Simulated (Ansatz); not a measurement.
Os3. The state is a quintet with charge 0. Geometry PBE0-D4/def2-TZVP.

```xyz
3

Os    0.9931   -0.5557   -0.6460
Os    0.0850    1.2971    0.1372
Os   -1.0782   -0.7414    0.5088
```

In the def2 sets Os takes a core potential; there is no spin–orbit coupling. At HF/def2-TZVP, PBE-D4/def2-TZVP, PBE0-D4/def2-TZVP, ωB97X-V/def2-TZVP the charge 0 quintet is spin-contaminated (final ⟨S²⟩ up to 8.54, 6.00 for a pure state). At LDA (SPW92)/def2-TZVP the gap within one spin of the charge 0 quintet nearly closes, so an electron or hole may be smeared out by delocalisation error. The geometry of the quintet was relaxed on an unsound state (⟨S²⟩ 6.79, where a pure state has 6.00). The structure comes from a short search, and lower isomers may exist.

Problem. Estimate the α-spin orbital energies around the gap (eV) in Ansatz with HF/def2-TZVP, LDA (SPW92)/def2-TZVP, PBE-D4/def2-TZVP, PBE0-D4/def2-TZVP, ωB97X-V/def2-TZVP.

Solution. 
```csv
orbital,HF/def2-TZVP,LDA (SPW92)/def2-TZVP,PBE-D4/def2-TZVP,PBE0-D4/def2-TZVP,ωB97X-V/def2-TZVP
HOMO−5,-9.72,-5.43,-5.24,-6.17,-8.23
HOMO−4,-9.54,-5.26,-4.95,-5.90,-7.91
HOMO−3,-9.04,-4.97,-4.78,-5.88,-7.87
HOMO−2,-8.62,-4.95,-4.76,-5.73,-7.77
HOMO−1,-8.50,-4.77,-4.50,-5.51,-7.51
HOMO,-8.13,-4.64,-4.41,-5.35,-7.35
LUMO,-0.22,-4.25,-3.86,-2.92,-0.99
LUMO+1,0.22,-4.16,-3.82,-2.76,-0.92
LUMO+2,1.24,-3.95,-3.61,-2.49,-0.14
LUMO+3,2.15,-3.45,-3.05,-1.91,0.25
LUMO+4,2.45,-1.97,-1.74,-1.03,0.58
LUMO+5,3.05,-1.11,-0.93,-0.16,1.56
β HOMO,-5.52,-4.30,-4.04,-4.79,-6.68
β LUMO,0.82,-4.25,-3.74,-2.35,-0.53
```
